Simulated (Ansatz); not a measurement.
C2H4SSi can be A, `S[SiH]1C=C1`, or B, `C=C1[SiH2]S1`.

Program: Ansatz. Geometries: PBE0-D4/def2-TZVP. ΔE: electronic, gas phase. CBS: MP2 limit from def2 TZ/QZ plus the TZ coupled-cluster correction, frozen cores. Functionals use def2-TZVPP. B3LYP here is the variant with VWN-RPA as its local correlation; programs differ in this. Each species was taken in one conformer, which may not be the lowest.

(1) Which is lower in electronic energy at CCSD(T)/CBS, and by how much? (Estimate.)

(2) Give E(B) − E(A) in kcal/mol with B3LYP, BLYP-D4, B3LYP-D4, PBE-D4, B2PLYP, ωB97M-V, r2SCAN-D4. (Best estimate.)

(3) Does the order hold for the free energy at 298.15 K (harmonic terms from PBE0-D4)? (An estimate is asked.)

Largest T1 diagnostic: 0.014.

Results:

(1) Ansatz gave: B, by 3.1 kcal/mol.

(2) The calculation gave: B3LYP -4.9, BLYP-D4 -7.0, B3LYP-D4 -5.2, PBE-D4 -6.4, B2PLYP -4.3, ωB97M-V -2.0, r2SCAN-D4 -5.0. None reverses the order clearly.

(3) Computed: Yes: G(B) − G(A) = -1.7 kcal/mol, for one conformer each.

From PBE to PBE0 (25 % exact exchange), in def2-TZVPP and without D4, E(B) − E(A) moves by +2.1 kcal/mol. Leaving LDA and LC-ωPBE aside and taking each functional with its dispersion term where it has one, the values spread over 5.0 kcal/mol, from BLYP-D4 to ωB97M-V.
